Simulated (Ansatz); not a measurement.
Frontier orbitals of C3H7AlO (`C=[CH][Al]([CH3])[OH]`).

The species carries charge 0 and has multiplicity 1. The geometry is a stationary point of PBE0-D4/def2-TZVP. It is one conformer, not always the lowest. Basis def2-TZVPP, Ansatz 0.2.0.

| functional | HOMO (eV) | LUMO (eV) | gap (eV) |
| --- | --- | --- | --- |
| PBE | -6.39 | -1.76 | 4.63 |
| B97M-V | -6.75 | -1.53 | 5.22 |
| PBE0 | -7.71 | -0.85 | 6.86 |
| r2SCANh | -7.15 | -1.21 | 5.94 |
| HSE06 (plane-wave form) | -7.31 | -1.23 | 6.08 |
| LC-ωPBE | -10.45 | 1.32 | 11.77 |
| ωB97M-V | -9.94 | 1.02 | 10.96 |

From PBE to PBE0 the HOMO moves by −1.32 eV and the LUMO by +0.90 eV, and with ωB97M-V by −3.55 and +2.78 eV, so the gap grows from 4.63 to 10.96 eV with exact exchange. A positive LUMO is unbound and depends on the basis.

LC-ωPBE has ω = 0.4 bohr⁻¹.
